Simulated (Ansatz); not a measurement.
`BCB(B)F` + `OCF` → `BOCF` + `BCBF`  (cleavage of the B–B bond)

Isolated molecules relaxed with PBE0-D4/def2-TZVP in Ansatz; ΔE leaves out vibrations. CBS: MP2 limit from def2 TZ/QZ plus the TZ coupled-cluster correction, frozen cores. Functionals use def2-TZVPP. HSE06 is defined as in plane-wave codes. One conformer a species, not always the lowest.

(1) Is it downhill or uphill in electronic energy at CCSD(T)/CBS, and by how much? (Estimate.)

(2) What do these levels give: PBE-D4, BLYP-D4, r2SCANh-D4, BHLYP-D4, B2PLYP, r2SCANh, r2SCAN0, HSE06, RPA@PBE/def2-TZVPP, MP2/def2-SVP, CCSD(T)/def2-SVP, HF/def2-QZVPP? (Estimate.)

Largest T1 diagnostic among the species: 0.013.

Answers

(1) The calculation gave: Downhill: ΔE = -161.1 kJ/mol.

(2) Computed: PBE-D4 -151.8, BLYP-D4 -159.9, r2SCANh-D4 -159.0, BHLYP-D4 -165.0, B2PLYP -166.3, r2SCANh -159.4, r2SCAN0 -160.4, HSE06 -154.7, RPA@PBE/def2-TZVPP -164.1, MP2/def2-SVP -183.4, CCSD(T)/def2-SVP -178.5, HF/def2-QZVPP -169.0 kJ/mol.

From BLYP to BHLYP (50 % exact exchange), in def2-TZVPP and without D4, ΔE moves by −5.1 kJ/mol. Leaving LDA and LC-ωPBE aside and taking each functional with its dispersion term where it has one, the values, not all of them listed here, spread over 17.8 kJ/mol, from B2PLYP to revPBE-D4. LDA lies −9.6 kJ/mol from PBE without D4.
